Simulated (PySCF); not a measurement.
Predicted microwave data (PBE0-D3(BJ)/def2-SVP geometry optimisation, gas phase (PySCF 2.14.0)) for one isomer of C9H13N:

| Quantity | Value |
| --- | --- |
| Rotational constants | A = 2503, B = 1008, C = 836.5 MHz |
| Dipole components | \|μa\| = 3.60 D, \|μb\| = 1.87 D, \|μc\| = 1.20 D |
| Inertial defect | -99.25 u·Å² |
| κ | -0.79 |

**Question.** Which candidate fits, each taken in the one conformer that was computed?
A. `Cc1ccc(N(C)C)cc1`
B. `[N:1]#[C:2][C@@H:3]1[CH2:4][C@@H:5]2[CH2:6][CH2:7][CH2:8][CH2:9][C@H:10]12` with C2–C3–C4–C5 -145°, C3–C4–C5–C6 145°, C4–C5–C6–C7 -71°, C5–C6–C7–C8 -50°
C. `CN(C)C1=C[C@@H]2C=C[C@H]1C2`

**Answer.** B. It is N#C[C@@H]1C[C@@H]2CCCC[C@@H]21, an asymmetric top, point group C1. The candidates at the same level (rigid rotor, commonest isotopes):

| SMILES | A (MHz) | B (MHz) | C (MHz) | μa (D) | μb (D) | μc (D) | Δ (u·Å²) | point group | rotor |
| --- | --- | --- | --- | --- | --- | --- | --- | --- | --- |
| CN(C)C1=C[C@@H]2C=C[C@H]1C2 | 2710 | 1072 | 938.9 | 1.30 | 0.60 | 0.25 | -119.60 | C1 | asymmetric top |
| N#C[C@@H]1C[C@@H]2CCCC[C@@H]21 | 2503 | 1008 | 836.5 | 3.60 | 1.87 | 1.20 | -99.25 | C1 | asymmetric top |
| Cc1ccc(N(C)C)cc1 | 3443 | 789.8 | 650.8 | 1.71 | 0.04 | 0.11 | -10.16 | near Cs | near-prolate asymmetric top |

`Cc1ccc(N(C)C)cc1` has A 38 % too high; `CN(C)C1=C[C@@H]2C=C[C@H]1C2` has C 12 % too high. No structure here is proved a minimum.
